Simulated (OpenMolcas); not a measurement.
Ionisation energies of argon

```
Program             : OpenMolcas 26.06
Basis               : ANO-R3 [6s5p4d2f1g]
Scalar Hamiltonian  : X2C, finite nucleus
Spin-orbit coupling : state interaction with AMFI integrals over the reference wave functions, term energies averaged over their components
```

Active shells in each charge state: the valence s, p shells, with orbitals averaged over the low states. Where CASPT2's correlated closed shells are named, they are those of the first ion.

A. CASSCF
B. SS-CASPT2, IPEA 0.25 Eh, imaginary shift 0.1 Eh (closed shells correlated: 2s 2p)
C. SS-CASPT2, IPEA 0 Eh, imaginary shift 0.1 Eh (closed shells correlated: 2s 2p)

Energies in eV between the lowest computed levels, named as in B; reference values from the NIST Atomic Spectra Database with their kind.

```tsv
From	To	A	B	C	Spin-orbit share in B	Reference
Ar 3s2 3p6 1S0	Ar+ 3s2 3p5 2P* 3/2	14.700	15.679	15.552	-0.056	15.760 (measured)
Ar+ 3s2 3p5 2P* 3/2	Ar2+ 3s2 3p4 3P2	26.380	27.434	27.334	-0.011	27.630 (measured)
Ar2+ 3s2 3p4 3P2	Ar3+ 3s2 3p3 4S* 3/2	39.247	40.456	40.378	+0.067	40.735 (semi-empirical)
Ar3+ 3s2 3p3 4S* 3/2	Ar4+ 3s2 3p2 3P0	58.035	59.080	59.176	-0.152	59.580 (semi-empirical)
Ar4+ 3s2 3p2 3P0	Ar5+ 3s2 3p 2P* 1/2	73.410	74.525	74.626	-0.016	74.840 (semi-empirical)
Ar5+ 3s2 3p 2P* 1/2	Ar6+ 3s2 1S0	89.716	90.973	91.075	+0.168	91.290 (measured)
Ar6+ 3s2 1S0	Ar7+ 3s 2S 1/2	123.864	124.195	124.197	+0.000	124.410 (semi-empirical)
Ar7+ 3s 2S 1/2	Ar8+ 2p6 1S0	142.925	143.328	143.333	+0.000	143.457 (semi-empirical)
```

Error against the reference values, in %:

| From | Reference | A | B | C |
| --- | --- | --- | --- | --- |
| Ar | measured | -6.7 | -0.5 | -1.3 |
| Ar+ | measured | -4.5 | -0.7 | -1.1 |
| Ar2+ | semi-empirical | -3.7 | -0.7 | -0.9 |
| Ar3+ | semi-empirical | -2.6 | -0.8 | -0.7 |
| Ar4+ | semi-empirical | -1.9 | -0.4 | -0.3 |
| Ar5+ | measured | -1.7 | -0.3 | -0.2 |
| Ar6+ | semi-empirical | -0.4 | -0.2 | -0.2 |
| Ar7+ | semi-empirical | -0.4 | -0.1 | -0.1 |

Mean absolute error over the 3 measured values: A 1.29 eV, B 0.20 eV, C 0.24 eV. B lies closest.

* marks odd parity.
